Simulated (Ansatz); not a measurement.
Isolated molecules relaxed with PBE0-D4/def2-TZVP in Ansatz; ΔE leaves out vibrations. CCSD(T)/CBS is the MP2 limit (def2-TZVPP, def2-QZVPP) plus CCSD(T) − MP2 in def2-TZVPP, frozen cores. This one scheme is used for every species. Functionals use def2-TZVPP. B3LYP here is the variant with VWN-RPA as its local correlation; programs differ in this. For Ge outer-core shells are correlated without core-valence functions, which leaves a few kJ/mol of doubt a bond. Scalar relativity is left out up to krypton. One conformer a species, not always the lowest.

Consider the redistribution: `S=CBS` + `CN[CH2][GeH3]` → `CNBC=S` + `S[CH2][GeH3]`.

CCSD(T)/CBS gives -0.75 eV.

(1) Another level gave -0.72 eV. Which?
A. B3LYP/def2-TZVPP
B. PBE/def2-TZVPP
C. CCSD(T)/def2-TZVPP
D. HF/def2-TZVPP

Largest T1 diagnostic among the species: 0.017.

## Answers

(1) C. CCSD(T)/def2-TZVPP -0.72, PBE -0.67, B3LYP -0.77, HF/def2-TZVPP -0.86 eV.

From PBE to PBE0 (25 % exact exchange), in def2-TZVPP and without D4, ΔE moves by −0.04 eV. In def2-TZVPP, CCSD(T) changes the Hartree–Fock value by +0.14 eV (the triples alone add +0.03 eV) and MP2 by +0.14 eV.
